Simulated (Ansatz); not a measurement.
Basis-set series for CH$_{5}$BFNTe. Charge 0, multiplicity 1. Te: def2 effective core potential. The bonds changed during the relaxation, so this is another structure than the one it started from. The geometry is a stationary point of PBE0-D4/def2-TZVP. It is one conformer, not always the lowest.

```xyz
10

B     0.5103    0.2006   -1.0461
C     0.5143   -0.4210    0.3709
N     0.2176    0.1898    1.4944
F     0.8499   -1.6751    0.5833
Te   -1.5249   -0.6482   -1.6551
H     0.4681    1.4014   -1.0209
H     1.2991   -0.3296   -1.7786
H     0.1146   -0.3168    2.3599
H    -0.0378    1.1618    1.4552
H    -2.4112    0.4370   -0.7630
```

```
functional       basis  functions  energy (Eh)  HOMO (eV)  LUMO (eV)
   PBE0-D4    def2-SVP        107   -488.18196      -5.63      -1.46
   PBE0-D4  def2-TZVPP        244   -488.45010      -5.77      -1.61
   ωB97M-V    def2-SVP        107   -488.28394      -7.62       0.61
   ωB97M-V  def2-TZVPP        244   -488.56231      -7.79       0.39
```

Problem. Give the rows for def2-QZVPP. (Best estimate.)

Solution. The calculation gave: 
```tsv
functional	basis	functions	energy (Eh)	HOMO (eV)	LUMO (eV)
PBE0-D4	def2-QZVPP	460	-488.46382	-5.79	-1.66
ωB97M-V	def2-QZVPP	460	-488.57533	-7.82	0.31
```

Positive LUMOs are unbound and depend on the basis.

Computed with Ansatz.
